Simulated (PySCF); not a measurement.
Atom-mapped SMILES (the numbers label the heavy atoms): `[CH3:1]/[CH:2]=[C:3](\[Cl:4])[CH2:5][SiH2:6][C:7]([F:8])([F:9])[F:10]`. Each H is labelled by its parent atom.

Non-relativistic Hamiltonian, no solvent model, fast rotation and ring inversion assumed for equivalent nuclei, a single conformation. Structure optimised with GFN2-xTB; shielding tensors at PBE0/pcSseg-1 (GIAO); PySCF 2.14.

List the cross peaks expected in HSQC, COSY and HMBC spectra.

Answers



HSQC (one-bond C–H):
```tsv
δH	δC
5.90 (H(C2))	128.9 (C2)
2.52 (H(C5))	27.5 (C5)
1.98 (H(C1))	18.0 (C1)
```

COSY cross peaks (H two or three bonds apart, from the bond graph; peaks can be absent where the dihedral angle is near 90°):
```tsv
δH	δH
5.90 (H(C2))	1.98 (H(C1))
4.57 (H(Si6))	2.52 (H(C5))
```

HMBC (two and three bonds, from the bond graph):
```tsv
δH	δC
5.90 (H(C2))	141.2 (C3), 27.5 (C5), 18.0 (C1)
4.57 (H(Si6))	141.2 (C3), 138.7 (C7), 27.5 (C5)
2.52 (H(C5))	141.2 (C3), 138.7 (C7), 128.9 (C2)
1.98 (H(C1))	141.2 (C3), 128.9 (C2)
```

δ = σ(ref) − σ, references computed at the same level: $^{1}$H, $^{13}$C vs TMS.

Short H···H contacts in this conformer between protons four or more bonds apart (candidates for NOE cross peaks, intensity ∝ r⁻⁶): H(C2)···H(C5) 2.40 Å.

Carbons that carry Cl, above all several Cl atoms, come out too deshielded, partly because spin–orbit coupling is missing. Shifts are as computed. Against solution values, carbons near 30 ppm lie about +3 ppm off and those near 130 ppm about +5 ppm; carbons on Cl a further +6 ppm. Of 1309 compounds with measured shifts, 239 miss one by over three times the rms of a fit or turn the order of signals round; such compounds aren't used in these exercises.
